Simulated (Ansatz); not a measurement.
`Cl[SiH2][GeH3]` + `N[SiH3]` → `[SiH3]N[SiH2]Cl` + GeH₄ at 500 K and 1 bar (cleavage of the Si–Ge bond).

Gas-phase electronic energies from Ansatz, PBE0-D4/def2-TZVP geometries. CCSD(T)/CBS adds triple-zeta CCSD(T) − MP2 to the extrapolated MP2 energy (def2 sets, frozen cores). This one scheme is used for every species. For Ge outer-core shells are correlated without core-valence functions, which leaves a few kJ/mol of doubt a bond. Scalar relativity is left out up to krypton. One conformer a species, not always the lowest.

```csv
species,CCSD(T)/CBS energy (Eh),H − E (kJ/mol),S (J/(mol·K))
`Cl[SiH2][GeH3]`,-2828.01436,150.3,391.3
`N[SiH3]`,-346.80422,161.3,303.9
`[SiH3]N[SiH2]Cl`,-1096.34659,205.7,418.2
GeH₄,-2078.49493,99.4,244.6
```

H − E and S are ideal-gas, rigid-rotor, harmonic terms from PBE0-D4/def2-TZVP, for one conformer and one mirror image of each species. 1 Eh = 2625.50 kJ/mol, R = 8.31446 J/(mol·K).

Problem. By hand: ΔE, ΔH, ΔS and ΔG.

Solution. ΔE = (-1096.34659) + (-2078.49493) − (-2828.01436) − (-346.80422) = -0.02294 Eh = -60.2 kJ/mol. Δ(H − E) = 205.7 + 99.4 − 150.3 − 161.3 = -6.5, so ΔH = -66.7 kJ/mol. ΔS = 418.2 + 244.6 − 391.3 − 303.9 = -32.4 J/(mol·K). ΔG = -66.7 − 500 × (-32.4)/1000 = -50.5 kJ/mol.

Problem. By hand: the equilibrium constant, and the temperature at which ΔG would vanish if ΔH and ΔS stayed fixed.

Solution. log₁₀ K = −ΔG/(RT ln 10) = 5.3. ΔG = 0 at ΔH/ΔS = 2059 K.

ΔH outweighs TΔS. A doubt of 5 kJ/mol in ΔE shifts log₁₀ K by 0.5 here. Other conformers and mirror images would add mixing entropy, several J/(mol·K) or more a flexible species. Modes under 60 cm⁻¹, often nearly free rotors, make the harmonic entropy too high. These are equilibria of isolated gas molecules and say nothing of rates. Largest T1 diagnostic: 0.012 (customary marks: 0.02 for closed shells, 0.045 for open ones).
